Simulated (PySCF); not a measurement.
**Atomic charges against the basis set**

Compound: C₃H₃BCl₂.
Cartesian coordinates in Å at the PBE0-D3(BJ)/def2-SVP level; atoms count from 1:
```
atom  x, y, z in Å
C1     1.7535    0.3713   -0.2466
C2     0.6891    0.0070    0.2024
C3    -0.6192   -0.4116    0.6862
B4    -1.6585   -0.0316   -0.4388
Cl5   -2.2770    1.5977   -0.5541
Cl6   -2.1884   -1.2183   -1.6056
H7     2.7032    0.6896   -0.6340
H8    -0.8600    0.1120    1.6262
H9    -0.6244   -1.4957    0.8803
```

PBE0 throughout (PySCF), one geometry, spherical d and f functions. One conformer (not necessarily the lowest) at the PBE0-D3(BJ)/def2-SVP geometry, without solvent, vibrations or thermal averaging. Atoms taken as equivalent share a column and are averaged.

Mulliken charges (e):

```
        basis  functions      C1      C2      C3      B4  Cl5/Cl6      H7   H8/H9
       STO-3G         41  -0.133  -0.041  -0.251  +0.350   -0.143  +0.125  +0.118
        6-31G         68  -0.434  +0.104  -0.506  +0.071   +0.011  +0.282  +0.231
     pcSseg-0         68  -0.290  -0.121  -0.733  +0.590   -0.161  +0.284  +0.296
       6-31G*         98  -0.466  +0.240  -0.569  +0.212   -0.058  +0.240  +0.230
      cc-pVDZ        107  -0.418  +0.213  -0.002  +0.152   -0.064  +0.010  +0.085
     def2-SVP        107  -0.413  +0.171  +0.009  +0.102   -0.050  +0.047  +0.092
  aug-cc-pVDZ        173  +0.879  -0.456  +0.485  +0.574   -0.221  -0.647  -0.196
6-311+G(2d,p)        196  -0.954  +0.882  -0.544  +0.454   -0.187  +0.160  +0.188
    def2-TZVP        216  -0.186  -0.059  -0.251  +0.192   -0.089  +0.179  +0.151
      cc-pVTZ        230  -0.176  -0.047  -0.185  +0.139   -0.069  +0.153  +0.127
     IGLO-III        258  -0.176  -0.078  -0.322  +0.286   -0.079  +0.151  +0.149
```

IAO charges (e):

| basis | functions | C1 | C2 | C3 | B4 | Cl5/Cl6 | H7 | H8/H9 |
| --- | --- | --- | --- | --- | --- | --- | --- | --- |
| STO-3G | 41 | -0.158 | -0.035 | -0.403 | +0.096 | -0.005 | +0.165 | +0.172 |
| 6-31G | 68 | -0.229 | -0.019 | -0.435 | +0.161 | -0.032 | +0.204 | +0.191 |
| pcSseg-0 | 68 | -0.217 | -0.023 | -0.439 | +0.167 | -0.032 | +0.196 | +0.190 |
| 6-31G* | 98 | -0.227 | -0.018 | -0.429 | +0.197 | -0.044 | +0.199 | +0.183 |
| cc-pVDZ | 107 | -0.239 | -0.015 | -0.431 | +0.203 | -0.044 | +0.202 | +0.184 |
| def2-SVP | 107 | -0.234 | -0.013 | -0.429 | +0.196 | -0.038 | +0.194 | +0.181 |
| aug-cc-pVDZ | 173 | -0.249 | -0.015 | -0.435 | +0.207 | -0.046 | +0.207 | +0.189 |
| 6-311+G(2d,p) | 196 | -0.249 | -0.015 | -0.438 | +0.202 | -0.043 | +0.207 | +0.189 |
| def2-TZVP | 216 | -0.249 | -0.015 | -0.437 | +0.205 | -0.044 | +0.207 | +0.188 |
| cc-pVTZ | 230 | -0.248 | -0.015 | -0.438 | +0.208 | -0.045 | +0.207 | +0.189 |
| IGLO-III | 258 | -0.251 | -0.014 | -0.439 | +0.199 | -0.040 | +0.207 | +0.189 |

Some averages cover members that differ in this geometry, most widely: H8/H9, Mulliken in aug-cc-pVDZ -0.217 to -0.175 e.

Which scheme is steadiest as the basis changes?

Largest range over the bases for any column: IAO 0.11 e, Mulliken 1.83 e. IAO charges move least and Mulliken charges most, counted in e. Without the minimal STO-3G basis the ranges are IAO 0.05, Mulliken 1.83 e.

How much do the charges still move between the two largest bases, cc-pVTZ and IGLO-III?

At most, over all atoms: Mulliken 0.147 e, IAO 0.010 e.

What do the same runs give for the total energy, the frontier levels and the dipole moment?

```
        basis  energy (Eh)  HOMO (eV)  LUMO (eV)  μ (D)
       STO-3G   -1049.2091      -6.19       0.46   1.43
        6-31G   -1060.8015      -7.78      -1.55   1.45
     pcSseg-0   -1059.5555      -8.13      -1.69   1.44
       6-31G*   -1060.8669      -7.60      -1.43   1.17
      cc-pVDZ   -1060.9304      -7.70      -1.39   1.03
     def2-SVP   -1060.5242      -7.75      -1.31   0.95
  aug-cc-pVDZ   -1060.9401      -7.86      -1.61   1.05
6-311+G(2d,p)   -1060.9746      -7.87      -1.64   1.00
    def2-TZVP   -1060.9875      -7.84      -1.56   0.98
      cc-pVTZ   -1060.9982      -7.82      -1.53   1.00
     IGLO-III   -1060.9826      -7.84      -1.57   0.93
```

The dipole is fixed by the density alone, so its range of 0.52 D shows that the density itself changes with the basis, not only its division among atoms.
